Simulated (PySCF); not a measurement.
# TDDFT excited states: C3H9O2PSi2

Compound: C₃H₉O₂PSi₂.
SMILES: `O=C[SiH2][C@@H](C=O)[SiH2]P`

Method: PySCF 2.14.0, density-fitted response routines, TDDFT CAM-B3LYP/def2-SVPD, vertical, gas phase, core orbitals frozen in the response. Isolated species at its GFN2-xTB geometry (one conformer only). GFN2-xTB frequencies show an imaginary mode (52i cm⁻¹), so this geometry is no minimum at that level.

Q: What does the calculation give for the low-lying excited states?

A: 

```
state  E (eV)  E (kJ/mol)  λ (nm)       f  main configurations (H = HOMO, L = LUMO)
   S1    3.47         335   357.4  0.0019                    H→L+1 (61%), H→L (26%)
   S2    4.45         429   278.9  0.0007                H-2→L (60%), H-2→L+1 (24%)
   S3    5.39         520   230.2  0.0027                    H→L (63%), H→L+1 (26%)
   S4    6.08         587   203.9  0.0053                H-1→L (69%), H-1→L+1 (19%)
   S5    6.25         603   198.3   0.019   H-2→L+1 (50%), H-2→L (22%), H-3→L (10%)
   S6    6.35         613   195.2   0.014                H-1→L+3 (43%), H→L+3 (21%)
   S7    6.58         635   188.5  0.0096     H-3→L (37%), H→L+4 (11%), H→L+5 (10%)
   S8    6.66         642   186.3   0.037     H→L+4 (31%), H-3→L (21%), H→L+2 (11%)
```

Triplets, Tamm–Dancoff:

```csv
state,E (eV),λ (nm),"main configurations (H = HOMO, L = LUMO)"
T1,2.82,439.6,"H→L+1 (60%), H→L (26%)"
T2,3.90,317.6,"H-2→L (60%), H-2→L+1 (25%)"
T3,5.30,234.0,"H→L (56%), H→L+1 (21%)"
```

The lowest singlet lies at 3.47 eV (357 nm, ultraviolet) and is very weak; its leading configuration is HOMO→LUMO+1 (61%). The most intense listed level is S8 at 6.66 eV (186 nm, f = 0.037), 3.19 eV above S1. It is the last of those listed, so stronger ones may follow. Löwdin shares by element: HOMO oxygen 45% or more, carbon 19% or more, silicon 10% or more, hydrogen 8% or more (atoms not listed hold the other 17%); LUMO carbon 42%, oxygen 20% or more (atoms not listed hold the other 38%). Of the 8 states listed, 3 reach f = 0.01 and none stays under 0.0005. The oscillator strengths of these states sum to 0.090; summed over the whole spectrum of an exact calculation they would give the number of electrons, 86 (Thomas–Reiche–Kuhn). Weighted by f, the mean energy of these states is 6.36 eV. No computed singlet lies in the visible range (380 to 750 nm); the lowest, at 357 nm, stands 0.21 eV above its violet end (3.26 eV); a Tamm–Dancoff triplet lies at 440 nm, without intensity as long as spin–orbit coupling is left out. Singlets were solved by full linear response, triplets in the Tamm–Dancoff approximation.

The run took 2.6 min wall on one thread of an Intel Xeon at 2.50 GHz, no GPU, shared host with 64 logical CPUs at a one-minute load of 63, and the process peaked at 1.2 GiB of memory.
